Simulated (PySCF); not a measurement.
**Correlation energy of Br²⁺ (bromine, charge +2)**

[Ar] 3d10 4s2 4p3, high-spin 4S determinant. Computed with PySCF 2.14 in def2-TZVPPD, with the non-relativistic Hamiltonian (point nucleus). Frozen: [Ar] 3d10; 5 electrons correlated.

| level | correlation energy (mhartree) |
| --- | --- |
| CCSD | -94.97 |
| (T) | -2.46 |
| CCSD(T) | -97.43 |

Diagnostics: T1 = 0.0019, D1 = 0.0042, largest double amplitude 0.044.

Cost of the coupled-cluster step: of the order of 3 core-seconds, for 5 correlated electrons.
